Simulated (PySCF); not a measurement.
## Steps of a relaxation of Lu(NH2)3

Lu(NH2)3 (singlet in the valence; each metal's 4f electrons, 14 of them, lie in its core potential, out of spins and levels). PySCF 2.14.0, RKS PBE0, Lu lcecp-1-SVP with ECP60, N def2-SVP, H def2-SVP; non-relativistic Hamiltonian with scalar-relativistic core potentials where named; density fitting; no spin-orbit coupling. Origin of the start: displaced along the imaginary mode. Columns: position (Å) and force (eV/Å). Energies are counted from the last step; some of the 45 steps are shown. Forces carry noise of the integration grid, about 0.01 to 0.03 eV/Å.

Run from Python with OMP_NUM_THREADS=2. Where DIIS fails, smearing, a level shift and second-order steps follow.
It took 4 min on 2 threads of Arm Neoverse V1 (shared host), from the converged density of the start.

```xyz
10
step 0  E = 0.841 eV
Lu    0.0000    0.0000    0.0000     0.01    0.01    0.01
N     2.1491    0.0000    0.0052     1.11    0.01    0.03
H     2.7805    0.2499    0.8058    -0.58   -0.20   -1.13
H     2.7702   -0.2500   -0.8039    -0.57    0.19    1.14
N    -1.0745    1.8612    0.0093    -0.38    0.70    0.06
H    -1.2130    2.5150    0.8066     0.14   -0.41   -0.81
H    -1.5623    2.2921   -0.8031     0.27   -0.32    0.82
N    -1.0745   -1.8611   -0.0145    -0.02   -0.04   -0.12
H    -1.4177   -2.3696    0.8021    -0.01    0.04   -0.04
H    -1.3577   -2.4375   -0.8076     0.03    0.01    0.04
```

```xyz
10
step 15  E = 0.141 eV
Lu    0.0245   -0.0049    0.0677     0.08    0.08   -0.06
N     2.1506    0.0137    0.0550     0.29   -0.13   -0.03
H     2.7984    0.7926    0.2193    -0.15   -0.28   -0.09
H     2.7335   -0.8141   -0.1358    -0.16    0.40    0.11
N    -1.0664    1.8211    0.1837    -0.31    0.26   -0.10
H    -0.7380    2.7740    0.3894    -0.19   -0.36   -0.10
H    -2.0613    1.9076   -0.0798     0.51    0.04    0.23
N    -1.0537   -1.8152   -0.2520    -0.21   -0.37    0.14
H    -1.7827   -2.0526    0.4380     0.13    0.05   -0.39
H    -1.0049   -2.6221   -0.8855     0.02    0.31    0.28
```

```xyz
10
step 29  E = 0.022 eV
Lu   -0.0213   -0.0146   -0.0123    -0.01   -0.11    0.00
N     2.1009   -0.0047    0.0012     0.04    0.08    0.02
H     2.6804    0.8368   -0.0036    -0.01   -0.06    0.01
H     2.7545   -0.7842    0.0684    -0.01   -0.01   -0.05
N    -1.0403    1.8355    0.2118     0.24    0.17    0.01
H    -0.6086    2.7637    0.2531    -0.05   -0.17    0.01
H    -2.0360    2.0052    0.3140    -0.22    0.01   -0.01
N    -1.0743   -1.8588   -0.2091     0.17   -0.14   -0.17
H    -2.0647   -2.0388   -0.0507    -0.04   -0.02   -0.01
H    -0.6906   -2.7400   -0.5727    -0.11    0.24    0.19
```

Q: Where does the relaxation end?

A: It converges at step 44 in C1, nearly D3h:
```xyz
10
step 44  E = 0
Lu   -0.0091    0.0084   -0.0365
N     2.1157   -0.0059   -0.0217
H     2.7381    0.7973    0.0692
H     2.7307   -0.8167   -0.0908
N    -1.0587    1.8386    0.2196
H    -0.6584    2.7659    0.3633
H    -2.0696    1.9753    0.2401
N    -1.0654   -1.8264   -0.2211
H    -2.0731   -1.9840   -0.1984
H    -0.6501   -2.7525   -0.3236
```

Q: How did the contacts change?

A: 
```
     contact  start (Å)  end (Å)
Lu1–N2 (NH2)      2.149    2.125
Lu1–N5 (NH2)      2.149    2.125
Lu1–N8 (NH2)      2.149    2.125
```


No frequency check is given that shows the relaxed geometry to be a minimum, and it was reached by following one of several unstable modes of a saddle point. An lcecp potential fixes the number of 4f electrons, so in runs with it no electron can move into or out of that shell.
